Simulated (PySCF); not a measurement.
**Ne⁺: excitation energy**

Ne⁺ [He] 2s2 2p5 (2P) → Ne⁺ [He] 2s2 2p4 3s1 (4P), as a difference of total energies. Computed with PySCF 2.14 in dyall-av3z (15s9p3d2f, 71 functions), with no relativity, point nucleus. Correlated levels: valence: 1s2 frozen; virtual orbitals above 40 to 60 times the deepest correlated orbital energy dropped. The calculations carry no spin-orbit coupling.

```
           method  excitation energy (cm⁻¹)
              UHF                    209050
              LDA                    221670
              PBE                    219330
             PBE0                    219030
           r2SCAN                    221830
            wB97X                    223230
            B97-3                    222280
           PBEsol                    219620
        CAM-B3LYP                    220290
    MP2 (valence)                    219080
SCS-MP2 (valence)                    219580
```

Errors of the correlated levels include the incompleteness of this basis and the frozen core.

For comparison: 219180 cm⁻¹ (measured; NIST levels, between the centres of gravity of the two terms).
